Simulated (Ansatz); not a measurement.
SiNH$_{8}$OF, closed shell: at the start structure of a reaction step.

Input (in.yaml):

```yaml
crystal:
  periodic: [false, false, false]
  atoms:
    - {symbol: Si, position_ang: [-1.142286, 0.559496, -1.315804]}
    - {symbol: N, position_ang: [-0.241220, -0.698114, -0.518525]}
    - {symbol: H, position_ang: [-0.480576, 0.809581, -2.621270]}
    - {symbol: H, position_ang: [-2.575455, 0.241912, -1.564632]}
    - {symbol: H, position_ang: [-1.068496, 1.771697, -0.462519]}
    - {symbol: H, position_ang: [0.781983, -0.390456, 2.129406]}
    - {symbol: F, position_ang: [-0.036275, -0.713410, 2.510103]}
    - {symbol: H, position_ang: [1.337563, -0.103551, 0.314622]}
    - {symbol: O, position_ang: [1.910800, 0.049420, 1.101072]}
    - {symbol: H, position_ang: [-0.062393, -1.529398, -1.065922]}
    - {symbol: H, position_ang: [-0.580320, -0.974213, 0.399544]}
    - {symbol: H, position_ang: [2.156776, 0.977137, 1.093924]}
basis:
  gaussian: {orbitals: def2-TZVPP}
hamiltonian: {xc: {name: BLYP}, dispersion: d4}
```

Run by:

```bash
ansatz run in.yaml --threads 4 --pin off --events-out ev --progress --plain --max-ram 9574MiB
```

What Ansatz 0.2.0 printed:

```
Functional definition: BLYP
  name "BLYP"
  cite "Becke, Phys. Rev. A 38, 3098 (1988) doi:10.1103/PhysRevA.38.3098"
  cite "Lee, Yang & Parr, Phys. Rev. B 37, 785 (1988) doi:10.1103/PhysRevB.37.785"
  parameter beta = 0.0042
  parameter a = 0.04918
  parameter b = 0.132
  parameter c = 0.2533
  parameter d = 0.349
  exchange = b88_x(beta = beta)
  correlation = lyp_c(a = a, b = b, c = c, d = d)
1222 factors; their error is unknown
mean field evaluation 1: about -14249.4437 eV, gradient 9.7e1 eV
mean field evaluation 2: about -14200.2300 eV, gradient 1.7e2 eV
mean field evaluation 4: about -14264.7563 eV, gradient 1.4e1 eV
mean field evaluation 8: about -14265.0563 eV, gradient 2.0e-1 eV
mean field evaluation 16: about -14265.0326 eV, gradient 9.9e-5 eV
mean field -14265.03263059 eV, -524.2302799877 hartree, gradient 2.6e-5 eV, S^2 0.000000; 0 other end points of the search recorded, 0 dependent functions left out
reference -14265.03299251 eV, -524.2302932882 hartree; 23, 23 occupied and 224, 224 virtual orbitals, 1222 factors
Total energy: -14265.38339125 eV, -524.2431702042 hartree
```

Hardware: 4 CPU threads of an Arm Neoverse V2, shared host. Wall time about 1.4 s.
